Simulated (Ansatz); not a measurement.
`[AlH2][C@@H]1O[Si@H]1Cl` + `C/N=C/[SeH]` → `C/N=C\[Se][AlH2]` + `Cl[SiH]1CO1`  (ligand exchange at the Al–C bond)

Isolated molecules relaxed with PBE0-D4/def2-TZVP in Ansatz; ΔE leaves out vibrations. CBS: MP2 limit from def2 TZ/QZ plus the TZ coupled-cluster correction, frozen cores. Double bonds are as drawn, so ΔE can hold a change between cis and trans. DFT in def2-TZVPP. B3LYP here is the variant with VWN-RPA as its local correlation; programs differ in this. For Se outer-core shells are correlated without core-valence functions, which leaves a few kJ/mol of doubt a bond. Scalar relativity is left out up to krypton. Each species was taken in one conformer, which may not be the lowest.

`[AlH2][C@@H]1O[Si@H]1Cl`:

```xyz
9

Al    0.881    0.944   -1.332
C     0.052   -0.537   -0.391
O    -1.461   -0.498   -0.183
Si   -0.690   -0.370    1.252
Cl   -0.794   -1.936    2.538
H     2.375    0.767   -1.835
H     0.090    2.309   -1.474
H     0.377   -1.562   -0.587
H    -0.830    0.883    2.012
```

`C/N=C/[SeH]`:

Z-matrix (Å, degrees):
```
C
N 1 1.440
H 1 1.100 2 113.6
H 1 1.093 2 109.2 3 121.7
H 1 1.093 2 109.2 3 -121.7
C 2 1.252 1 118.2 3 0.1
Se 6 1.901 2 120.1 1 180.0
H 6 1.098 2 124.7 1 -0.0
H 7 1.468 6 94.0 2 -179.9
```

`C/N=C\[Se][AlH2]`:

```xyz
11

C    -0.838    1.019    1.014
N    -0.904    1.236   -0.401
C    -0.788    0.329   -1.248
Se   -0.535   -1.606   -0.966
Al    1.658   -1.513   -0.244
H     0.108    1.424    1.387
H    -0.914   -0.036    1.300
H    -1.638    1.587    1.493
H    -0.860    0.566   -2.308
H     2.358   -2.901    0.042
H     2.353   -0.105   -0.069
```

`Cl[SiH]1CO1`:

Cartesian coordinates in Å:
```
Cl 2.091 -0.432 -1.318
Si 0.487 0.461 -0.454
C -0.575 -0.405 0.704
O -0.995 -0.198 -0.713
H 0.628 1.921 -0.568
H -0.412 -1.454 0.938
H -1.224 0.106 1.411
```

```json
{"level": "PBE-D4", "ΔE (kJ/mol)": "-114.2", "difference from CCSD(T)/CBS": "2.6"}
{"level": "r2SCAN-D4", "ΔE (kJ/mol)": "-116.2", "difference from CCSD(T)/CBS": "0.6"}
{"level": "PBE0-D4", "ΔE (kJ/mol)": "-116.3", "difference from CCSD(T)/CBS": "0.5"}
{"level": "B3LYP-D4", "ΔE (kJ/mol)": "-112.3", "difference from CCSD(T)/CBS": "4.5"}
{"level": "ωB97X-V", "ΔE (kJ/mol)": "-110.2", "difference from CCSD(T)/CBS": "6.6"}
{"level": "B2PLYP", "ΔE (kJ/mol)": "-111.4", "difference from CCSD(T)/CBS": "5.4"}
{"level": "PBE0", "ΔE (kJ/mol)": "-113.9", "difference from CCSD(T)/CBS": "2.9"}
{"level": "B3LYP", "ΔE (kJ/mol)": "-107.8", "difference from CCSD(T)/CBS": "9.0"}
{"level": "HF/def2-TZVPP", "ΔE (kJ/mol)": "-112.8", "difference from CCSD(T)/CBS": "4.0"}
{"level": "MP2/def2-TZVPP", "ΔE (kJ/mol)": "-116.6", "difference from CCSD(T)/CBS": "0.2"}
{"level": "SCS-MP2/def2-TZVPP", "ΔE (kJ/mol)": "-112.6", "difference from CCSD(T)/CBS": "4.2"}
{"level": "CCSD(T)/def2-TZVPP", "ΔE (kJ/mol)": "-112.7", "difference from CCSD(T)/CBS": "4.1"}
{"level": "MP2/def2-QZVPP", "ΔE (kJ/mol)": "-118.5", "difference from CCSD(T)/CBS": "-1.7"}
{"level": "SCS-MP2/def2-QZVPP", "ΔE (kJ/mol)": "-114.4", "difference from CCSD(T)/CBS": "2.4"}
{"level": "MP2/CBS(def2)", "ΔE (kJ/mol)": "-120.7", "difference from CCSD(T)/CBS": "-3.9"}
{"level": "CCSD/CBS(def2)", "ΔE (kJ/mol)": "-115.5", "difference from CCSD(T)/CBS": "1.3"}
{"level": "CCSD(T)/CBS", "ΔE (kJ/mol)": "-116.8", "difference from CCSD(T)/CBS": "0"}
```

Largest T1 diagnostic among the species: 0.013.

The D4 term adds −4.4 kJ/mol with B3LYP and −2.4 kJ/mol with PBE0; it sums over pairs of atoms, weighted by their polarisabilities, and B3LYP, whose exchange is more repulsive, gets the larger term.

CCSD(T)/CBS has its own doubt, a few kJ/mol and more with outer-core shells, so smaller differences from it don't rank the levels.
